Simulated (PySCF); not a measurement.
# Gas-phase XPS of `BCB(C)Cl`, computed

C2H7B2Cl.
Z-matrix (Å and degrees, PBE0-D3(BJ)/def2-SVP geometry), rows numbered from 1:
```
B 
C   1  1.5559
B   2  1.5701  1  104.85
C   3  1.5615  2  123.62  1    87.34
Cl  3  1.7717  2  117.90  1   -92.88
H   1  1.2092  2  121.16  3   102.78
H   1  1.2113  2  120.25  3   -74.62
H   2  1.1042  1  108.83  3   113.19
H   2  1.0985  1  112.69  3  -121.26
H   4  1.0994  3  113.45  2  -150.25
H   4  1.1066  3  106.92  2    92.69
H   4  1.1002  3  112.81  2   -24.36
```

Method: PySCF 2.14.0, delta-SCF UKS SCAN, pcX-2 on the ionised atom, pcseg-1 elsewhere, spin-free X2C. Each binding energy is the total energy of the core-ionised species, with the hole localised on one atom, minus that of the ground state; both are solved self-consistently, so orbital relaxation is included.

Task: Give the core binding energies atom by atom.

Result: 
| atom(s) | bonded to | level | binding energy (eV) | 2p1/2 (eV) | above the level's lowest (eV) | count |
| --- | --- | --- | --- | --- | --- | --- |
| B3 | Cl and 2 C | B 1s | 197.13 | – | 0.00 | 1 |
| Cl5 | B | Cl 2p3/2 | 206.02 | 207.67 | 0.00 | 1 |
| C2 | 2 H and 2 B | C 1s | 290.15 | – | 0.00 | 1 |
| C4 | 3 H and B | C 1s | 290.52 | – | +0.37 | 1 |
| Cl5 | B | Cl 1s | 2828.60 | – | 0.00 | 1 |

The listed C 1s values span 0.37 eV, from C2 (bonded to 2 H and 2 B) to C4 (bonded to 3 H and B). Summing the Pauling electronegativity differences to the bonded atoms, each weighted by its formal bond order, gives -1.72 for the lowest site and -1.56 for the highest.

Task: What is the longest wavelength that can ionise Cl 1s of Cl5 vertically?

Result: λ = hc/E = 12398.42 eV Å / 2828.60 eV = 4.383 Å.

The list is incomplete; no value stands for B 1s of B1 (hole states with ⟨S²⟩ of 1 or more are left out). 2p3/2 and 2p1/2 are the ΔSCF energy of one spin-free 2p hole plus the eigenvalues of a spin–orbit and ligand-field matrix of the shell. 2p1/2 minus 2p3/2 (ligand field included): Cl 1.65 eV. Geometry: PBE0-D3(BJ)/def2-SVP, one conformer, isolated molecule.
